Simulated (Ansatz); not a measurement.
Input file for Ansatz (an electronic-structure program): R-B3LYP-D3(BJ)/def2-TZVP on C4H4N2 (SMILES N#CCCC#N).

Ansatz 0.2 input:
```yaml
crystal:
  periodic: [false, false, false]
  atoms:
    - {symbol: N, position_ang: [2.25361747, 1.18392906, -0.75951740]}
    - {symbol: C, position_ang: [1.54339248, 0.47659544, -0.21259633]}
    - {symbol: C, position_ang: [0.63884421, -0.43086940, 0.45223432]}
    - {symbol: C, position_ang: [-0.73376145, -0.44717300, -0.24502376]}
    - {symbol: C, position_ang: [-1.40258489, 0.82313160, -0.09442992]}
    - {symbol: N, position_ang: [-1.92855074, 1.82642682, 0.04900657]}
    - {symbol: H, position_ang: [1.07720625, -1.43285599, 0.42871831]}
    - {symbol: H, position_ang: [0.53238628, -0.11853116, 1.49531329]}
    - {symbol: H, position_ang: [-0.61627473, -0.65741902, -1.31219505]}
    - {symbol: H, position_ang: [-1.36427487, -1.22323433, 0.19848996]}
basis:
  gaussian:
    orbitals: def2-TZVP
hamiltonian:
  xc: b3lyp
  dispersion: d3bj
relax: {f_tol: 0.003, max_steps: 120}
scf: {lower_state_search: off}
```

Problem. Predict the final total energy.

Solution. -264.4181 hartree.

Problem. How many basis functions does it have, and what does it roughly cost on one machine?

Solution. 210 functions; around 50 core-seconds (rough).
